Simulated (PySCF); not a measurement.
SiClH2I, SMILES Cl[SiH2]I.

Geometry optimised at r2SCAN-D4/def2-SVP. The def2 effective core potentials stand for the cores of I; spin–orbit coupling is left out.

Level of theory: TDDFT-LC-ωPBE/def2-SVPD (PySCF).

Vertical excitations. Isolated molecule, no solvent. State labels are in the subgroup Cs.

Computed lowest excited states:
```json
[
 {"state": "S1", "symmetry": "A\"", "energy (eV)": "5.79", "λ (nm)": "214", "f": "0.006", "main pairs": "HOMO→LUMO 89 %"},
 {"state": "S2", "symmetry": "A'", "energy (eV)": "5.91", "λ (nm)": "210", "f": "0.007", "main pairs": "HOMO−1→LUMO 88 %"},
 {"state": "S3", "symmetry": "A\"", "energy (eV)": "7.06", "λ (nm)": "176", "f": "0.001", "main pairs": "HOMO→LUMO+1 80 %"},
 {"state": "S4", "symmetry": "A'", "energy (eV)": "7.28", "λ (nm)": "170", "f": "0.002", "main pairs": "HOMO−1→LUMO+1 65 %, HOMO−2→LUMO 16 %"},
 {"state": "S5", "symmetry": "A'", "energy (eV)": "7.71", "λ (nm)": "161", "f": "0.150", "main pairs": "HOMO−2→LUMO 45 %, HOMO−2→LUMO+1 20 %, HOMO→LUMO+7 13 %, HOMO−1→LUMO+1 8 %"},
 {"state": "S6", "symmetry": "A\"", "energy (eV)": "7.74", "λ (nm)": "160", "f": "0.040", "main pairs": "HOMO−3→LUMO 53 %, HOMO−3→LUMO+1 15 %, HOMO→LUMO+2 10 %"},
 {"state": "S7", "symmetry": "A\"", "energy (eV)": "7.77", "λ (nm)": "159", "f": "0.048", "main pairs": "HOMO→LUMO+2 60 %, HOMO−3→LUMO 12 %"},
 {"state": "S8", "symmetry": "A'", "energy (eV)": "7.88", "λ (nm)": "157", "f": "0.111", "main pairs": "HOMO−1→LUMO+2 72 %"},
 {"state": "S9", "symmetry": "A'", "energy (eV)": "8.11", "λ (nm)": "153", "f": "0.002", "main pairs": "HOMO−2→LUMO+1 46 %, HOMO→LUMO+7 22 %, HOMO→LUMO+4 11 %"},
 {"state": "S10", "symmetry": "A\"", "energy (eV)": "8.12", "λ (nm)": "153", "f": "0.002", "main pairs": "HOMO−1→LUMO+7 57 %, HOMO−1→LUMO+4 33 %"},
 {"state": "T1", "symmetry": "A\"", "energy (eV)": "5.27", "λ (nm)": "235", "f": "0", "main pairs": "HOMO→LUMO 86 %"},
 {"state": "T2", "symmetry": "A'", "energy (eV)": "5.34", "λ (nm)": "232", "f": "0", "main pairs": "HOMO−1→LUMO 86 %"},
 {"state": "T3", "symmetry": "A'", "energy (eV)": "6.42", "λ (nm)": "193", "f": "0", "main pairs": "HOMO−2→LUMO 65 %"},
 {"state": "T4", "symmetry": "A\"", "energy (eV)": "6.82", "λ (nm)": "182", "f": "0", "main pairs": "HOMO→LUMO+1 72 %"}
]
```
Triplets are in the Tamm–Dancoff approximation, which puts them higher than full response would, so one can lie above its singlet here.
